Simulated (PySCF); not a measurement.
CH4Mg, SMILES [CH3][MgH]. The structure is a stationary point at PBE-D3(BJ)/def2-TZVP.

Level of theory: PBE-D3(BJ)/def2-TZVP (PySCF).

Harmonic wavenumbers (cm⁻¹): 287, 287, 528, 560, 560, 1110, 1400, 1400, 1562, 2952, 3030, 3030. Rotational constants (GHz): 159.7, 9.640, 9.640; symmetry number 3.

### Question
Work out the zero-point energy and the ideal-gas rigid-rotor harmonic-oscillator thermochemistry at 298.15 K and 1 atm.

### Answer
ZPE = ½ Σ hcν = ½ × 16706 cm⁻¹ = 99.92 kJ/mol. H − E(el) = 113.74 kJ/mol. Entropy in J/(mol K): translation 154.86, rotation 77.10, vibration 19.78, total 251.73. G − E(el) = 38.69 kJ/mol. Cp = 64.06 J/(mol K).
